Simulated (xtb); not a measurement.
TiFH3, SMILES [F][TiH3], multiplicity 1. All values are semi-empirical tight-binding results from xtb (GFN2-xTB unless named), good for trends rather than for accurate numbers. Geometry: GFN2-xTB. The spin state was assumed, not searched. The structure was generated by enumeration; whether it is a known compound was not checked.

Optimised geometry:

```xyz
5

Ti     0.0000     0.0000    -0.4117
F      0.0000     0.0000     1.3273
H     -1.3730    -0.7927    -0.9627
H      1.3730    -0.7927    -0.9627
H      0.0000     1.5854    -0.9627
```

For metal compounds this method's bond lengths and energies can be far off.

```yaml
point_group_as_xtb_finds_it: C3v
orbital_gap: 2.49 eV
zero_point_energy: 11.2 kcal/mol
G − E(el) at 298.15 K (modified RRHO): -3.9 kcal/mol
```

Computed atomic charges and the Wiberg bond orders between heavy atoms:
charges (e) Ti1 1.04, F2 -0.35, H3 -0.23, H4 -0.23, H5 -0.23. Bond orders Ti1–F2 1.11.
